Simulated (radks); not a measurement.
Results of a calculation; reference values are marked as such.
Problem. Successive ionisation energies (eV) of one element, from differences of total energies of ions in their ground configurations, starting at charge 66: 16645.5, 16991.9, 17338.1, 18826.8, 19116.5, 77256, 78419. Level of theory: Dirac Kohn-Sham, PBE, spin-unpolarised, spherical densities, point nucleus; open shells are shared between the two j in proportion to 2j + 1 (a radial shooting solver on a logarithmic mesh with Libxc functionals). Which element is it?

Solution. Tantalum (Z = 73). The first species listed is Ta66+ in [He] 2s2 2p3, the last Ta72+ in 1s1.
